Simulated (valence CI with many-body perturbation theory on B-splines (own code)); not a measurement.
**Valence orbitals of Yb19+**

Computed by relativistic CI+MBPT: five valence electrons over a frozen Dirac-Fock core [Kr] 4d10, a basis of 7 s, 7 p, 7 d, 7 f, 4 g, 2 h functions for each j, with the one-electron correlation potential Σ1, the two-electron term Σ2, the three-electron term Σ3, Breit, model QED; selected CI, second order for the rest, scaled by the run's own slope (own B-spline code, finite nucleus).

No measured spectrum was set against this ion. As an estimate, terms of the open shell hold to a few per cent of their energy, and close levels can change places. Among the levels kept, up to 1000 cm⁻¹ of a level comes from second order outside the variational space, and about a tenth of that is noise between levels of different J, which matters for small intervals. Only levels of the ground parity were solved; by the run's estimate the other parity begins above the list, which can be wrong where configurations are misplaced.

These are the spectroscopic orbitals of the CI (the correlating ones are not listed), shaped by the core and the other valence electrons. h is the expectation value of the core's Dirac-Fock operator, without the valence repulsion; Σ1 is computed up to l = 3 at one energy for each symmetry, that of its lowest orbital but kept below the first core excitation, so for empty shells it is not the orbital's own correlation shift; Breit and QED include the response of the core.

```csv
Orbital,h (hartree),Σ1 (cm⁻¹),Breit (cm⁻¹),QED (cm⁻¹),⟨r⟩ (bohr)
5s1/2,-20.87,-19705,2000,1709,0.9401
6s1/2,-12.723,-5897,889,755,1.561
7s1/2,-8.6232,-2814,492,422,2.315
5p1/2,-19.464,-17994,3013,5.1,0.9773
6p1/2,-12.027,-5765,1402,2.6,1.619
7p1/2,-8.2245,-2819,792,1.6,2.397
5p3/2,-18.753,-15610,1696,153,1.018
6p3/2,-11.685,-5279,805,72.2,1.669
7p3/2,-8.0317,-2636,501,41.6,2.457
5d3/2,-16.451,-11984,922,-94.5,1.101
6d3/2,-10.543,-4819,501,-49.9,1.784
7d3/2,-7.3661,-2527,297,-29.3,2.620
5d5/2,-16.308,-11490,523,-41.5,1.112
6d5/2,-10.471,-4662,285,-21.9,1.797
7d5/2,-7.3244,-2454,172,-12.8,2.636
4f5/2,-24.054,-28139,-179,-329,0.5322
5f5/2,-13.635,-9274,59.0,-77.2,1.219
4f7/2,-23.962,-27570,-1058,-259,0.5359
5f7/2,-13.603,-9199,-166,-58.1,1.222
5g7/2,-11.56,,-51.6,-9.4,1.297
5g9/2,-11.559,,-85.6,-6.1,1.298
```

Among the shells of the start configuration 4f5, Σ1 is largest in size for 4f5/2, where it is 0.53 % of h.

Lowest root of each symmetry, sizes in configuration state functions:

```
   J  Parity  Roots  Reference  Variational  Second order  Change by selected CI (cm⁻¹)  Change by second order (cm⁻¹)
 1/2     odd     10         49        26610        964558                         -9952                            -24
 3/2     odd     21         94        25855       1011814                         -9915                           -182
 5/2     odd     27        121        25765       2355534                         -9464                           -282
 7/2     odd     30        132        24616       2558154                         -9194                           -386
 9/2     odd     29        128        24573       2555116                         -9108                           -389
11/2     odd     26        111        24521       1206405                         -9134                           -355
13/2     odd     20         84        23864       1969723                         -9256                           -295
15/2     odd     16         62        24799       1953092                         -9458                           -221
17/2     odd      9         37        23626       1421592                         -9518                           -179
19/2     odd      5         20        24609        684841                         -9547                            -54
21/2     odd      3          9        21819        284016                         -9580                            -10
23/2     odd      1          3        10975        213247                         -9670                            -13
```
